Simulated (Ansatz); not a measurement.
Consider the formal exchange of groups at a Ga–O bond: `[OH][Ga]([SH])[Br]` + CH₄ → `[CH3][Ga]([SH])[Br]` + H₂O.

Computed with Ansatz on PBE0-D4/def2-TZVP structures; ΔE is electronic, products minus reactants. CCSD(T)/CBS adds triple-zeta CCSD(T) − MP2 to the extrapolated MP2 energy (def2 sets, frozen cores). This one scheme is used for every species. DFT in def2-TZVPP. B3LYP here is the variant with VWN-RPA as its local correlation; programs differ in this. HSE06 is defined as in plane-wave codes. For Br, Ga outer-core shells are correlated without core-valence functions, which leaves a few kJ/mol of doubt a bond. Scalar relativity is left out up to krypton. One conformer a species, not always the lowest.

| level | ΔE (kcal/mol) | difference from CCSD(T)/CBS |
| --- | --- | --- |
| LDA (SPW92) | 11.3 | -0.5 |
| PBE-D4 | 12.1 | 0.3 |
| revPBE-D4 | 12.2 | 0.4 |
| BLYP-D4 | 13.9 | 2.1 |
| r2SCAN-D4 | 13.9 | 2.1 |
| PBE0-D4 | 11.6 | -0.2 |
| B3LYP-D4 | 13.5 | 1.7 |
| r2SCAN0-D4 | 13.0 | 1.2 |
| HSE06-D4 | 11.6 | -0.2 |
| BHLYP-D4 | 13.7 | 1.9 |
| CAM-B3LYP-D4 | 14.0 | 2.2 |
| ωB97M-V | 12.7 | 0.9 |
| B2PLYP | 14.4 | 2.6 |
| PBE-QIDH | 12.6 | 0.8 |
| PBE | 12.5 | 0.7 |
| revPBE | 12.9 | 1.1 |
| r2SCAN | 14.0 | 2.2 |
| B3LYP | 14.2 | 2.4 |
| r2SCANh | 13.7 | 1.9 |
| r2SCAN0 | 13.2 | 1.4 |
| HSE06 | 12.0 | 0.2 |
| BHLYP | 14.5 | 2.7 |
| CAM-B3LYP | 14.5 | 2.7 |
| LC-ωPBE | 12.9 | 1.1 |
| RPA@PBE/def2-TZVPP | 13.5 | 1.7 |
| HF/def2-SVP | 16.5 | 4.7 |
| MP2/def2-SVP | 17.1 | 5.3 |
| CCSD/def2-SVP | 16.8 | 5.0 |
| CCSD(T)/def2-SVP | 17.0 | 5.2 |
| HF/def2-TZVPP | 15.9 | 4.1 |
| MP2/def2-TZVPP | 13.2 | 1.4 |
| SCS-MP2/def2-TZVPP | 14.3 | 2.5 |
| CCSD/def2-TZVPP | 13.4 | 1.6 |
| CCSD(T)/def2-TZVPP | 13.3 | 1.5 |
| HF/def2-QZVPP | 16.0 | 4.2 |
| MP2/def2-QZVPP | 12.4 | 0.6 |
| SCS-MP2/def2-QZVPP | 13.6 | 1.8 |
| HF/CBS(def2) | 16.1 | 4.3 |
| MP2/CBS(def2) | 11.7 | -0.1 |
| CCSD/CBS(def2) | 11.8 | 0.0 |
| CCSD(T)/CBS | 11.8 | 0 |

Largest T1 diagnostic among the species: 0.012.

From r2SCAN to r2SCAN0 (25 % exact exchange), in def2-TZVPP and without D4, ΔE moves by −0.9 kcal/mol. The D4 term adds −0.8 kcal/mol with B3LYP and −0.4 kcal/mol with PBE0; it sums over pairs of atoms, weighted by their polarisabilities, and B3LYP, whose exchange is more repulsive, gets the larger term.
